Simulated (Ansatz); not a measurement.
Computed with Ansatz on PBE0-D4/def2-TZVP structures; ΔE is electronic, products minus reactants. CBS: MP2 limit from def2 TZ/QZ plus the TZ coupled-cluster correction, frozen cores. Functionals use def2-TZVPP. B3LYP here is the variant with VWN-RPA as its local correlation; programs differ in this. def2 core potentials past Kr. For Sb, Te outer-core shells are correlated without core-valence functions, which leaves a few kJ/mol of doubt a bond. One conformer a species, not always the lowest.

`N[SiH2][SbH][OH]` + H₂Te → `N[SiH2][TeH]` + `[OH][SbH2]`  (cleavage of the Si–Sb bond)

Problem. Is it downhill or uphill in electronic energy at CCSD(T)/CBS, and by how much? (An estimate is asked.)

Solution. The calculation gave: Downhill: ΔE = -9.7 kcal/mol.

Problem. What do these levels give: PBE0-D4, B3LYP-D4, PBE, r2SCAN, PBE0, HF/def2-TZVPP, MP2/def2-TZVPP, CCSD/def2-TZVPP, CCSD(T)/def2-TZVPP, HF/def2-QZVPP, MP2/def2-QZVPP, CCSD/CBS(def2)? (An estimate is asked.)

Solution. The calculation gave: PBE0-D4 -9.6, B3LYP-D4 -9.1, PBE -9.5, r2SCAN -10.3, PBE0 -9.9, HF/def2-TZVPP -11.1, MP2/def2-TZVPP -10.8, CCSD/def2-TZVPP -9.7, CCSD(T)/def2-TZVPP -9.7, HF/def2-QZVPP -11.1, MP2/def2-QZVPP -10.8, CCSD/CBS(def2) -9.7 kcal/mol.

Largest T1 diagnostic among the species: 0.014.
